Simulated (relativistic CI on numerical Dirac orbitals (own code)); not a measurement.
One change at a time: Ir¹⁰⁺

Base calculation: Dirac-Coulomb-Breit CI, separate exchange-only KLI orbitals for each configuration, QED by a radiative potential, unscaled Slater integrals.

CI space (outside the closed core [Kr] 4d10): 4f¹⁴5s²5p⁵, 4f¹³5s²5p⁶, 4f¹⁴5s5p⁶, 4f¹⁴5s²5p⁴5d, 4f¹⁴5s5p⁵5d, 4f¹⁴5s²5p⁴5f, 4f¹³5s²5p⁵5d, 4f¹⁴5s²5p⁴6s, 4f¹⁴5s²5p⁴5g, 4f¹⁴5s5p⁵5f, 4f¹⁴5s²5p⁴6p, 4f¹³5s²5p⁵6s, 4f¹⁴5p⁶5d, 4f¹⁴5s5p⁵5g, 4f¹⁴5s5p⁴5d², 4f¹⁴5s²5p³5d6p, 4f¹³5s²5p⁵6p, 4f¹⁴5s²5p⁴6d, 4f¹⁴5s²5p³5d5f, 4f¹⁴5s5p⁵6s, 4f¹⁴5s²5p³5d², 4f¹⁴5s²5p²5d³, 4f¹⁴5s5p³5d³, 4f¹⁴5s²5p²5d²5f, 4f¹³5s²5p³5d³, 4f¹⁴5s²5p³6s², 4f¹⁴5s²5p²5d6s², 4f¹⁴5s5p³5d6s², 4f¹⁴5s²5p²5f6s², 4f¹³5s²5p³5d6s². Double excitations out of closed p, d and f shells are left out; levels of such configurations are missing from the list, as are those of other unlisted configurations, and high levels can miss mixing partners. Some configurations lack a partner that the ground configuration has and come out too high, among them 4f¹⁴5s²5p⁴6s, 4f¹⁴5s²5p⁴5g, 4f¹⁴5s5p⁵5f, 4f¹⁴5s²5p⁴6p, 4f¹³5s²5p⁵6s.

Variants: (1) configuration mixing switched off; (2) one mean potential for all configurations. Shifts of the energy above 4f¹⁴5s²5p⁵ ²P°3/2, in cm⁻¹, for the lowest level and the first level of each name with at least 55 % of one term (blank where a level changes its place among those of its configuration and J or its character, or is not in the variant):

```
              Level    Base    Δ(1)    Δ(2)
  4f¹⁴5s²5p⁵ ²P°3/2       0       0       0
  4f¹⁴5s²5p⁵ ²P°1/2  127290   +1772    -811
  4f¹³5s²5p⁶ ²F°7/2  217927  -19451   +8905
  4f¹³5s²5p⁶ ²F°5/2  242201  -19419   +9536
 4f¹⁴5s²5p⁴5d ⁴D5/2  407188    -320    -202
 4f¹⁴5s²5p⁴5d ²P1/2  413447   -1592    -178
 4f¹⁴5s²5p⁴5d ⁴F9/2  430771   -1049    -300
 4f¹⁴5s²5p⁴5d ⁴D1/2  517142   +1413    -657
 4f¹⁴5s²5p⁴5d ²G9/2  565951   +2521    -615
 4f¹³5s²5p⁵5d ⁴D7/2  611248   -8721  +13317
 4f¹³5s²5p⁵5d ⁴G5/2  638026   -8552  +14114
 4f¹³5s²5p⁵5d ⁴F9/2  638292   -8414  +13158
4f¹³5s²5p⁵5d ⁴I15/2  639116   -7624  +13628
4f¹³5s²5p⁵5d ⁴G11/2  642453   -8528  +13265
```

At this charge transitions that keep the count of f electrons are usually good to a few per cent. Levels and lines within the n = 5 or 6 shells can be off by up to 10 % or somewhat more, and those that change n by about 2 %, since core polarisation is missing. Levels that differ in their count of f electrons can be misplaced by several ten thousand cm⁻¹, since the correlation energy of f electrons is missing or only estimated; rates across such gaps can be off by orders of magnitude.

Ionisation energy from one configuration of each of the two ions, the ground ones as tabulated or assumed: base 211.728 eV. The NIST ASD value (theoretical) is 217 ± 11 eV.

LS names give the leading component of a level, which can be under half, so a name can repeat, a term be missing and a line seem to break the LS rules.
